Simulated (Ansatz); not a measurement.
InSi₆⁻. Total charge -1; singlet. Geometry PBE0-D4/def2-SVPD, basis def2-TZVPD, Ansatz.

```csv
atom,x (Å),y (Å),z (Å)
In1,0.324,0.573,2.119
Si2,-0.906,2.390,-1.916
Si3,-0.006,-1.889,-1.936
Si4,-0.394,2.082,0.219
Si5,0.904,-1.829,2.471
Si6,0.383,-1.556,0.265
Si7,-0.305,0.229,-1.223
```

```
run  HOMO (eV)  LUMO (eV)
  A      -3.12       2.32
  B      -0.91       0.23
  C      -1.05       0.07
  D      -1.52       0.76
  E      -1.06       0.25
  F      -1.30       0.69
```

In the def2 sets In takes a core potential; there is no spin–orbit coupling. B3LYP takes the VWN-RPA correlation. Another isomer (singlet) lies 1.29 eV lower at PBE0-D4/def2-TZVPD; other spin states weren't run for this one.

Problem. The runs used B3LYP, LDA (SPW92), PBE, PBE0, r2SCAN, ωB97X-V. Estimate which is which.

Solution. A ωB97X-V (range-separated); B PBE (0 % exact exchange); C LDA (SPW92) (0 % exact exchange); D PBE0 (25 % exact exchange); E r2SCAN (0 % exact exchange); F B3LYP (20 % exact exchange). Exact exchange lowers occupied and raises empty levels; among semilocal functionals meta-GGAs tend to open the gap a little, and such runs are hard to tell apart. The gap grows from 1.12 eV (LDA (SPW92)) to 5.44 eV (ωB97X-V). The restricted singlet is unstable towards broken spin symmetry in Hartree–Fock (as tested in another run); at ωB97X-V/def2-TZVPD, PBE-D4/def2-TZVPD, LDA (SPW92)/def2-TZVPD, PBE0-D4/def2-TZVPD and others this wasn't settled.
